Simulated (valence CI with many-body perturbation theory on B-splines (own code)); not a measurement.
**Energy levels of Cd XXXVI**

Level of theory: valence CI with perturbative core correlation (CI+MBPT): three valence electrons over a frozen Dirac-Fock core [Ne], radial functions for each j: 11 s, 11 p, 10 d, 8 f, 5 g, 2 h, with the one-electron correlation potential Σ1, the two-electron term Σ2, the three-electron term Σ3, Breit, model QED; selected CI, second order for the rest, scaled by the run's own slope (own B-spline code, finite nucleus).

The last digits are not significant, and no measured levels were compared; by estimate large intervals hold to a few tenths of a per cent, small ones and those within an open d or f shell to about a per cent.

Levels 136 to 154 of 154, with energies above the lowest level, 3s2.3p 2P°_1/2. "Leading %" is the weight of the configuration and term that name the level; weights of strongly mixed levels are sums over their largest components and can fall short. Lifetimes count E1, E2, E3, M1 and M2 decay at the calculated energies, and are blank where another channel may lead or the interval is too uncertain; long ones can be off by a factor of two.

| No. | Configuration | Term | J | E (Ry) | Leading % | g | Lifetime |
| --- | --- | --- | --- | --- | --- | --- | --- |
| 136 | 3d3 | 2G | 7/2 | 52.436 | 76 | 0.966 | 3.84 ps |
| 137 | 3d3 | 2H | 9/2 | 52.455 | 54 | 1.094 | 4.37 ps |
| 138 | 3d3 | 4P | 5/2 | 52.638 | 88 | 1.540 | 3.01 ps |
| 139 | 3d3 | 2D | 3/2 | 52.869 | 47 | 1.158 | 3.28 ps |
| 140 | 3d3 | 2H | 11/2 | 52.871 | 100 | 1.086 | 5.48 ps |
| 141 | 3d3 | 2P | 1/2 | 53.016 | 73 | 1.179 | 3.15 ps |
| 142 | 3d3 | 2D | 5/2 | 53.242 | 91 | 1.202 | 3.52 ps |
| 143 | 3d3 | 2G | 9/2 | 53.318 | 60 | 1.089 | 5.44 ps |
| 144 | 3d3 | 2F | 5/2 | 53.479 | 84 | 0.923 | 3.48 ps |
| 145 | 3d3 | 2F | 7/2 | 53.523 | 94 | 1.126 | 3.95 ps |
| 146 | 3d3 | 2P | 3/2 | 53.749 | 59 | 1.201 | 3.88 ps |
| 147 | 3d3 | 2D | 3/2 | 54.761 | 97 | 0.807 | 3.60 ps |
| 148 | 3d3 | 2D | 5/2 | 54.858 | 82 | 1.166 | 3.75 ps |
| 149 | 3s2.4s | 2S | 1/2 | 74.387 | 98 | 1.999 | 136 fs |
| 150 | 3s2.4p | 2P° | 1/2 | 77.248 | 97 | 0.665 | 566 fs |
| 151 | 3s2.4p | 2P° | 3/2 | 78.581 | 94 | 1.337 | 574 fs |
| 152 | 3s.3p.4s | 4P° | 1/2 | 79.853 | 90 | 2.467 | 169 fs |
| 153 | 3s.3p.4s | 4P° | 3/2 | 80.357 | 73 | 1.624 | 161 fs |
| 154 | 3s.3p.4s | 2P° | 1/2 | 80.761 | 93 | 0.764 | 188 fs |

Names give the largest LS component (configuration and term), which can be under half, so a name can repeat, a term be missing and a line seem to break the LS rules; names also repeat where a configuration has a term twice.
